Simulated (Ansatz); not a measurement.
`BCS[SiH2]C` and `BCS[SiH2]F` differ in one atom or group.

Ansatz, PBE0-D4/def2-TZVP geometries, multiplicity 1. Each molecule was computed in one conformer, which needn't be the lowest.

```csv
property,`BCS[SiH2]C`
size of the dipole moment (B3LYP/def2-TZVPP) / D,1.98
HOMO–LUMO gap (PBE0/def2-TZVPP) / eV,5.22
size of the dipole moment (ωB97M-V/def2-TZVPP) / D,1.99
zero-point energy (PBE0-D4/def2-TZVP) / kJ/mol,269.2
HOMO energy (B3LYP/def2-TZVPP) / eV,-6.60
HOMO–LUMO gap (PBE/def2-TZVPP) / eV,2.99
```

(1) Give the same properties after the change, and the shifts. (An estimate is asked.)

Results:

(1) Ansatz gave: 
```csv
property,`BCS[SiH2]F`,shift
size of the dipole moment (B3LYP/def2-TZVPP) / D,1.48,-0.50
HOMO–LUMO gap (PBE0/def2-TZVPP) / eV,5.62,0.40
size of the dipole moment (ωB97M-V/def2-TZVPP) / D,1.44,-0.55
zero-point energy (PBE0-D4/def2-TZVP) / kJ/mol,181.6,-87.6
HOMO energy (B3LYP/def2-TZVPP) / eV,-7.16,-0.56
HOMO–LUMO gap (PBE/def2-TZVPP) / eV,3.36,0.37
```

With PBE0 the HOMO falls by 0.57 eV and the LUMO falls by 0.19 eV, so the gap widens by about 0.38 eV. PBE moves the HOMO by -0.57 eV and ωB97M-V by -0.58 eV. The zero-point energy changes by -87.6 kJ/mol with -9 modes. Dipoles are sizes alone; their direction can turn.

Positive LUMOs are unbound, so they and the gaps depend on the basis.

B3LYP here is the variant with VWN-RPA as its local correlation; programs differ in this.
